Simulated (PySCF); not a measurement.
## O²⁺ (oxygen, charge +2): UHF calculation

Configuration: [He] 2s2 2p1 3s1, high-spin 3P determinant (an excited configuration). Calculation: PySCF 2.14, in aug-cc-pwCVQZ; no relativity, point nucleus.

```
Total energy                                                  : -71.882855 hartree
One-electron energy                                           : -88.9000 hartree
Hartree (Coulomb) energy                                      : 23.8914 hartree
Exchange energy                                               : -6.8743 hartree
Kinetic energy                                                : 71.88018 hartree
⟨S²⟩                                                          : 2.0029
⟨L²⟩                                                          : 2.016
Sum of ⟨r⟩                                                    : 6.249 bohr
Sum of ⟨r²⟩                                                   : 13.47 bohr²
Traceless quadrupole moment −½Σ⟨3z² − r²⟩ along its main axis : -0.160 e·bohr²
Density at the nucleus (Gaussians lack the cusp)              : 313 bohr⁻³
Spin density at the nucleus                                   : 1.68 bohr⁻³
Langevin diamagnetic susceptibility                           : -10.7 ×10⁻⁶ cm³/mol
```

```csv
shell,electrons,mean orbital energy (eV),"rms radius, mean of both spins (bohr)"
1s α,1,-624.94,0.229
1s β,1,-622.90,0.229
2s α,1,-81.165,1.07
2s β,1,-74.981,1.07
2p α,1,-67.637,1.02
3s α,1,-21.355,3.17
```

The outer electron is Rydberg-like, and this basis confines it to a smaller radius and binds it less than a complete one would.

Spin-orbit constants ζ (cm⁻¹) from the X2C one-electron operator on these orbitals (non-relativistic here): bare nucleus, nucleus screened by l(l+1)(2l+1)/3 electrons, and screened by the Breit-Pauli mean field of the electrons.

| shell | bare | screened nucleus | mean field |
| --- | --- | --- | --- |
| 2p | 383.0 | 287.2 | 252.8 |

To first order the Landé constant is A = 126.4 cm⁻¹, so the lowest level has J = 0 and lies 0.0313 eV below the centre of the term. This holds in LS coupling only.
